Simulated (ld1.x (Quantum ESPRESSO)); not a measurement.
Reading a pseudo-wave (S (Z = 16))

Columns: radius, all-electron u(r) and pseudo u(r) of the 3s shell (level -27.63 eV) of sulfur in the configuration [Ne] 3s2 3p3; PBE, scalar-relativistic, RRKJ scheme, ld1.x (Quantum ESPRESSO) 7.5.

| r (bohr) | all-electron | pseudo |
| --- | --- | --- |
| 0.080 | 0.1759 | 0.0355 |
| 0.160 | -0.1204 | 0.0717 |
| 0.240 | -0.3472 | 0.1091 |
| 0.320 | -0.4214 | 0.1485 |
| 0.400 | -0.3724 | 0.1908 |
| 0.480 | -0.2472 | 0.2370 |
| 0.560 | -0.0846 | 0.2885 |
| 0.640 | 0.0881 | 0.3466 |
| 0.720 | 0.2539 | 0.4125 |
| 0.800 | 0.4030 | 0.4862 |
| 0.880 | 0.5307 | 0.5657 |
| 0.960 | 0.6357 | 0.6462 |
| 1.040 | 0.7188 | 0.7205 |
| 1.120 | 0.7810 | 0.7810 |
| 1.200 | 0.8240 | 0.8240 |
| 1.280 | 0.8500 | 0.8500 |
| 1.360 | 0.8615 | 0.8615 |
| 1.440 | 0.8606 | 0.8606 |
| 1.520 | 0.8496 | 0.8496 |
| 1.600 | 0.8304 | 0.8304 |
| 1.680 | 0.8049 | 0.8049 |
| 1.760 | 0.7745 | 0.7745 |
| 1.840 | 0.7407 | 0.7407 |
| 1.920 | 0.7046 | 0.7046 |
| 2.000 | 0.6671 | 0.6671 |
| 2.080 | 0.6289 | 0.6289 |

Task: How many radial nodes do the two functions have?

Result: The all-electron 3s function has n − l − 1 = 2; the pseudo-wave has 0, since the states of the same l below it are removed with the core.

Task: At about which radius was the pseudo-wave matched?

Result: 1.20 bohr, where the columns begin to agree (steps of 0.08 bohr).

Task: Is the pseudo-wave norm-conserving?

Result: Yes: the RRKJ scheme keeps the norm inside the radius equal to the all-electron one, which fixes the energy derivative of the logarithmic derivative at the level.
